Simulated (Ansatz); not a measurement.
HBr, charge -1, doublet, at a GFN2-xTB geometry of the parent state (a state made from the parent by changing its charge; the spin is typed, not shown lowest) (a gas-phase anion, which may not be bound at this level).

Here is a job for Ansatz (a quantum-chemistry and plane-wave program).
Ansatz 0.2 input:
```yaml
crystal:
  periodic: [false, false, false]
  atoms:
    - {symbol: Br, position_ang: [-0.00000000, -0.00000000, -0.03893503]}
    - {symbol: H, position_ang: [0.00000000, 0.00000000, 1.36272591]}
basis:
  gaussian:
    orbitals: def2-TZVP
hamiltonian:
  xc: b3lyp
total_charge: -1
magnetization: {spin_polarized: true, initial_magnetization: 1}
```

Problem. Give the number of basis functions at the level B3LYP/def2-TZVP in Ansatz.

Solution. 54

Problem. What <S^2> does B3LYP/def2-TZVP give?

Solution. 0.751

Problem. What is the computed total energy (B3LYP/def2-TZVP)?

Solution. -2574.7175 Eh

A gas-phase anion may not be bound at this level; its values then depend on the basis.
